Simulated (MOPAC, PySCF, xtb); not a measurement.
Dimer: SiH4 (SMILES [SiH4]) (first 5 atoms) with PH3 (SMILES P); geometry from B3LYP-D3(BJ)/def2-TZVP, rigid monomers moved along the line of their centres of mass till Si1···P6 is 3.70 Å.
(charge 0, multiplicity 1):
| atom | x (Å) | y (Å) | z (Å) |
|---|---|---|---|
| Si | -0.2272 | -0.0171 | 0.0045 |
| H | -0.5467 | 1.3454 | 0.4845 |
| H | -1.1557 | -0.9899 | 0.6214 |
| H | 1.1644 | -0.3583 | 0.3739 |
| H | -0.3711 | -0.0660 | -1.4688 |
| P | 0.1288 | 0.1043 | 3.6900 |
| H | 0.8352 | 0.9687 | 2.8152 |
| H | 0.4229 | -1.0507 | 2.9212 |
| H | -1.1123 | 0.3235 | 3.0397 |

Counterpoise-corrected where a basis set is named; no monomer relaxation. Rows marked so take none.

Rows in 3-21G carry no dispersion term and start afresh at each structure. The state that PM6 reach isn't checked.

The values were computed with MOPAC for PM6 (differences of heats of formation); PySCF for 3-21G rows; xtb for the GFN methods. Each number belongs to the level named beside it.

Problem. One of these levels gives 4.2 kJ/mol for the interaction energy. Which one is it?
(A) B3LYP/3-21G (no counterpoise)
(B) PM6
(C) HF/3-21G (no counterpoise)
(D) GFN2-xTB

Solution. A, B3LYP/3-21G (no counterpoise). The others give -12.0 (PM6), -2.8 (GFN2-xTB), 9.6 (HF/3-21G (no counterpoise))
